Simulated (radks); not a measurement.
Q: The mean radii <r> (bohr) of the occupied orbitals of an atom or ion are listed with their occupations. Calculated with a radial shooting solver on a logarithmic mesh with Libxc functionals: Dirac Kohn-Sham, Slater X-alpha with alpha = 0.927, spin-unpolarised, spherical densities, finite nucleus; Fermi nuclear charge, rms radius of each element as measured or else 0.836 A^(1/3) + 0.57 fm.

orbital  occ.      <r>
1s1/2       2  0.02149
2s1/2       2  0.09075
2p1/2       2  0.07564
2p3/2       4  0.08258
3s1/2       2   0.2380
3p1/2       2   0.2274
3p3/2       4   0.2406
3d3/2       4   0.2126
3d5/2       6   0.2167
4s1/2       2   0.5386
4p1/2       2   0.5490
4p3/2       4   0.5790
4d3/2       4   0.6115
4d5/2       6   0.6222
5s1/2       2    1.311
5p1/2       2    1.475
5p3/2       4    1.577
4f5/2       6   0.8428
4f7/2       3   0.8582
6s1/2       2    3.940

Name the element and its charge. Open shells, if any, fill j = l - 1/2 first.

A: Z = 65, terbium, charge 0: Tb in [Xe] 4f9 6s2. The 1s radius gives Z: for a bare nucleus <r> = (2 gamma + 1)/(2Z) with gamma = sqrt(1 - (Z/c)^2), 0.02124 bohr for Z = 65, and screening makes it slightly larger (0.02149 here). The occupations add up to 65, and the charge is Z minus that.
